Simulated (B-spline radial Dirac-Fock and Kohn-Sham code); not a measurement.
## Electron momentum distribution of Pb⁴⁸⁺: Compton profiles

System: the Pb⁴⁸⁺ ion, configuration 1s2 2s2 2p6 3s2 3p6 3d10 4s2 4p4.

Calculated with a radial atomic solver, using the impulse approximation on Dirac-Fock densities. pz is in atomic units of momentum; subshell profiles are per electron, for a selection of subshells; open shells are spread over both j values by their weights.

```
 pz   J total  J 1s1/2   J 3d5/2   J 4s1/2   J 4p3/2
2.5     1.253  0.00880    0.0282    0.0714    0.0728
  3     1.203  0.00879    0.0282    0.0583    0.0690
  4     1.093  0.00877    0.0282    0.0362    0.0574
  5    0.9811  0.00874    0.0281    0.0226    0.0427
  7    0.7961  0.00866    0.0275    0.0156    0.0180
 10    0.6147  0.00850    0.0250    0.0129   0.00802
 15    0.3789  0.00813    0.0167   0.00276   0.00542
 20    0.2248  0.00765   0.00876   0.00173   0.00140
 30   0.09309  0.00647   0.00181  0.000683  0.000564
 40   0.04503  0.00522  0.000371  0.000117  0.000378
 60   0.01474  0.00312  2.30e-05  5.39e-05  8.00e-05
100  0.003204  0.00102    < 1e-6  2.09e-05  4.57e-06
```

Problem. What is the peak value J(0), and which subshell contributes most to it?

Solution. J(0) = 1.377. The 4s1/2 subshell gives the largest part, 17 %.

Mean momentum ⟨p⟩ by subshell (a.u.): 1s1/2 90.6, 2s1/2 32.4, 2p1/2 42.4, 2p3/2 36.2, 3s1/2 16.7, 3p1/2 19.8, 3p3/2 18.0, 3d3/2 21.5, 3d5/2 20.9, 4s1/2 10.2, 4p1/2 11.5, 4p3/2 10.9.
